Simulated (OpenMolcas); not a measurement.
## SnH⁺ at 1.768 Å: OpenMolcas input and output

Input (each module block was a call of its own in one work directory; start orbitals came from a preliminary run):

```
&GATEWAY
Coord
2
angstrom
Sn 0.0 0.0 0.0
H 0.0 0.0 1.7680
Basis=ANO-RCC-VTZP
Group=XY
RX2C
AMFI
ANGMom
0.0 0.0 0.0
RICD
&SEWARD
&GUESSORB
&RASSCF
FileOrb=$CurrDir/o11.orb
Symmetry=1
Spin=1
nActEl=4 0 0
Inactive=13 10
RAS2=3 2
CIRoot=1 1 1
Linear
Iterations=120 100
OrbListing=Nothing
PRWF=0.15
>>COPY $Project.RasOrb $CurrDir/o11.orb
>>COPY $Project.rasscf.h5 $CurrDir/r11.h5
&CASPT2
XMultistate=all
Imaginary=0.2
IPEA=0.25
MaxIter=40
>>COPY $Project.JobMix JOB001
&RASSCF
FileOrb=$CurrDir/o32.orb
Symmetry=2
Spin=3
nActEl=4 0 0
Inactive=13 10
RAS2=3 2
CIRoot=2 2 1
Linear
Iterations=120 100
OrbListing=Nothing
PRWF=0.15
>>COPY $Project.RasOrb $CurrDir/o32.orb
>>COPY $Project.rasscf.h5 $CurrDir/r32.h5
&CASPT2
XMultistate=all
Imaginary=0.2
IPEA=0.25
MaxIter=40
>>COPY $Project.JobMix JOB002
&RASSCF
FileOrb=$CurrDir/o12.orb
Symmetry=2
Spin=1
nActEl=4 0 0
Inactive=13 10
RAS2=3 2
CIRoot=2 2 1
Linear
Iterations=120 100
OrbListing=Nothing
PRWF=0.15
>>COPY $Project.RasOrb $CurrDir/o12.orb
>>COPY $Project.rasscf.h5 $CurrDir/r12.h5
&CASPT2
XMultistate=all
Imaginary=0.2
IPEA=0.25
MaxIter=40
>>COPY $Project.JobMix JOB003
```

```bash
pymolcas m.inp
```

RASSCF and CASPT2 output of these blocks, in excerpt:

```
++    Wave function specifications:
      Number of closed shell electrons          46
      Number of electrons in active shells       4
      Number of inactive orbitals               23
      Number of active orbitals                  5
      Number of secondary orbitals              54
      Spin quantum number                      0.0
      State symmetry                             1
++    Orbital specifications:
      Symmetry species                           1   2
                                                 a   b
      Frozen orbitals                            0   0
      Inactive orbitals                         13  10
      Active orbitals                            3   2
      RAS2 orbitals                              3   2
      Secondary orbitals                        28  26
      Number of basis functions                 44  38
      printout of CI-coefficients larger than  0.15 for root  1
      energy=   -6174.077259
      conf/sym  111 22     Coeff  Weight
            12  022 00  -0.97115 0.94314
      Natural orbitals and occupation numbers for root  1
      sym 1:   0.032637   1.973483   1.911632
      sym 2:   0.041124   0.041124
      RASSCF energy for state  1                  -6174.07725922
::    RASSCF root number  1 Total energy:  -6174.07725922
      Von Neumann Entropy (Root   1) =  0.40866
++    Wave function specifications:
      Number of closed shell electrons          10
      Number of electrons in active shells       4
      Number of inactive orbitals                5
      Number of active orbitals                  5
      Number of secondary orbitals              54
      Spin quantum number                      0.0
      State symmetry                             1
      Number of CSFs                            28
      Number of CASSCF root(s) available         1
      CASPT2 state passed to geometry opt.       1
      A file JOBMIX will be created
      This is a CASSCF or RASSCF reference function
  FINAL CASPT2 RESULT:
      Reference energy:       -6174.0772592242
      E2 (Non-variational):      -0.4434905144
      Shift correction:          -0.0007260620
      E2 (Variational):          -0.4442165765
      Total energy:           -6174.5214758007
      Reference weight:           0.92845
++    Wave function specifications:
      Number of closed shell electrons          46
      Number of electrons in active shells       4
      Number of inactive orbitals               23
      Number of active orbitals                  5
      Number of secondary orbitals              54
      Spin quantum number                      1.0
      State symmetry                             2
      printout of CI-coefficients larger than  0.15 for root  1
      energy=   -6173.990611
      conf/sym  111 22     Coeff  Weight
             9  02u u0  -0.96353 0.92840
            10  02u 0u  -0.18412 0.03390
      printout of CI-coefficients larger than  0.15 for root  2
      energy=   -6173.990611
      conf/sym  111 22     Coeff  Weight
             9  02u u0   0.18412 0.03390
            10  02u 0u  -0.96353 0.92840
      Natural orbitals and occupation numbers for root  1
      sym 1:   0.035017   1.952431   0.996751
      sym 2:   1.000000   0.015801
      Natural orbitals and occupation numbers for root  2
      sym 1:   0.035017   1.952431   0.996751
      sym 2:   0.015801   1.000000
      RASSCF energy for state  2                  -6173.99061098
::    RASSCF root number  1 Total energy:  -6173.99061098
::    RASSCF root number  2 Total energy:  -6173.99061098
      Von Neumann Entropy (Root   1) =  1.19197
++    Wave function specifications:
      Number of closed shell electrons          10
      Number of electrons in active shells       4
      Number of inactive orbitals                5
      Number of active orbitals                  5
      Number of secondary orbitals              54
      Spin quantum number                      1.0
      State symmetry                             2
      Number of CSFs                            24
      Number of CASSCF root(s) available         2
      CASPT2 state passed to geometry opt.       2
      A file JOBMIX will be created
      This is a MULTI-STATE CASSCF reference
      Number of CI roots used                    2
      These are:                                 1   2
      Off-diagonal elements of Heff are computed
  FINAL CASPT2 RESULT:
      Reference energy:       -6173.9906109832
      E2 (Non-variational):      -0.4465105138
      Shift correction:          -0.0010352717
      E2 (Variational):          -0.4475457855
      Total energy:           -6174.4381567687
      Reference weight:           0.92320
  FINAL CASPT2 RESULT:
      Reference energy:       -6173.9906109831
      E2 (Non-variational):      -0.4465105150
      Shift correction:          -0.0010352716
      E2 (Variational):          -0.4475457866
      Total energy:           -6174.4381567697
      Reference weight:           0.92320
       Total XMS-CASPT2 energies:
::    XMS-CASPT2 Root  1     Total energy:  -6174.43815677
::    XMS-CASPT2 Root  2     Total energy:  -6174.43815677
++    Wave function specifications:
      Number of closed shell electrons          46
      Number of electrons in active shells       4
      Number of inactive orbitals               23
      Number of active orbitals                  5
      Number of secondary orbitals              54
      Spin quantum number                      0.0
      State symmetry                             2
      printout of CI-coefficients larger than  0.15 for root  1
      energy=   -6173.961022
      conf/sym  111 22     Coeff  Weight
             9  02u d0  -0.35974 0.12941
            10  02u 0d  -0.90551 0.81994
            12  uud 0d  -0.17926 0.03213
      printout of CI-coefficients larger than  0.15 for root  2
      energy=   -6173.961022
      conf/sym  111 22     Coeff  Weight
             9  02u d0  -0.90551 0.81994
            10  02u 0d   0.35974 0.12941
            11  uud d0  -0.17926 0.03213
      Natural orbitals and occupation numbers for root  1
      sym 1:   0.045964   1.937664   0.998488
      sym 2:   0.017884   1.000000
      Natural orbitals and occupation numbers for root  2
      sym 1:   0.045964   1.937664   0.998488
      sym 2:   1.000000   0.017884
      RASSCF energy for state  2                  -6173.96102182
::    RASSCF root number  1 Total energy:  -6173.96102182
::    RASSCF root number  2 Total energy:  -6173.96102182
      Von Neumann Entropy (Root   1) =  1.23054
++    Wave function specifications:
      Number of closed shell electrons          10
      Number of electrons in active shells       4
      Number of inactive orbitals                5
      Number of active orbitals                  5
      Number of secondary orbitals              54
      Spin quantum number                      0.0
      State symmetry                             2
      Number of CSFs                            22
      Number of CASSCF root(s) available         2
      CASPT2 state passed to geometry opt.       2
      A file JOBMIX will be created
      This is a MULTI-STATE CASSCF reference
      Number of CI roots used                    2
      These are:                                 1   2
      Off-diagonal elements of Heff are computed
  FINAL CASPT2 RESULT:
      Reference energy:       -6173.9610218169
      E2 (Non-variational):      -0.4513630959
      Shift correction:          -0.0011986065
      E2 (Variational):          -0.4525617024
      Total energy:           -6174.4135835193
      Reference weight:           0.92059
  FINAL CASPT2 RESULT:
      Reference energy:       -6173.9610218168
      E2 (Non-variational):      -0.4513630924
      Shift correction:          -0.0011986061
      E2 (Variational):          -0.4525616985
      Total energy:           -6174.4135835153
      Reference weight:           0.92059
       Total XMS-CASPT2 energies:
::    XMS-CASPT2 Root  1     Total energy:  -6174.41358352
::    XMS-CASPT2 Root  2     Total energy:  -6174.41358352
++    Wave function specifications:
      Number of closed shell electrons          46
      Number of electrons in active shells       4
      Number of inactive orbitals               23
      Number of active orbitals                  5
      Number of secondary orbitals              54
      Spin quantum number                      1.0
      State symmetry                             1
      printout of CI-coefficients larger than  0.15 for root  1
      energy=   -6173.848649
      conf/sym  111 22     Coeff  Weight
             6  020 uu   0.88933 0.79091
             8  0ud uu  -0.19514 0.03808
             9  002 uu  -0.23024 0.05301
            19  0uu du  -0.27921 0.07796
            20  0uu ud   0.19743 0.03898
      printout of CI-coefficients larger than  0.15 for root  2
      energy=   -6173.844650
      conf/sym  111 22     Coeff  Weight
             2  u2u 00   0.95392 0.90996
             3  uu2 00   0.20748 0.04305
      Natural orbitals and occupation numbers for root  1
      sym 1:   0.000450   1.760325   0.239224
      sym 2:   1.000000   1.000000
      Natural orbitals and occupation numbers for root  2
      sym 1:   0.980845   1.930948   1.000000
      sym 2:   0.044104   0.044104
      RASSCF energy for state  2                  -6173.84465033
::    RASSCF root number  1 Total energy:  -6173.84864935
::    RASSCF root number  2 Total energy:  -6173.84465033
      Von Neumann Entropy (Root   1) =  1.53126
++    Wave function specifications:
      Number of closed shell electrons          10
      Number of electrons in active shells       4
      Number of inactive orbitals                5
      Number of active orbitals                  5
      Number of secondary orbitals              54
      Spin quantum number                      1.0
      State symmetry                             1
      Number of CSFs                            21
      Number of CASSCF root(s) available         2
      CASPT2 state passed to geometry opt.       2
      A file JOBMIX will be created
      This is a MULTI-STATE CASSCF reference
      Number of CI roots used                    2
      These are:                                 1   2
      Off-diagonal elements of Heff are computed
  FINAL CASPT2 RESULT:
      Reference energy:       -6173.8486493509
      E2 (Non-variational):      -0.4361469084
      Shift correction:          -0.0011732019
      E2 (Variational):          -0.4373201103
      Total energy:           -6174.2859694611
      Reference weight:           0.92434
  FINAL CASPT2 RESULT:
      Reference energy:       -6173.8446503264
      E2 (Non-variational):      -0.4539075987
      Shift correction:          -0.0013716544
      E2 (Variational):          -0.4552792531
      Total energy:           -6174.2999295795
      Reference weight:           0.91809
       Total XMS-CASPT2 energies:
::    XMS-CASPT2 Root  1     Total energy:  -6174.29992958
::    XMS-CASPT2 Root  2     Total energy:  -6174.28596946
```

Only roots inside an energy window near the equilibrium distance were included, so the list of states is not complete; labels number the states computed. Each spin and symmetry block has orbitals of its own, averaged over its own roots, so gaps between blocks are less sure than gaps within one and near the minimum can be off by tenths of an eV, in bad cases by more. No Rydberg orbitals are active, so Rydberg states, and σ→σ* states whose orbital the CASSCF left unused, can be missing between those listed.
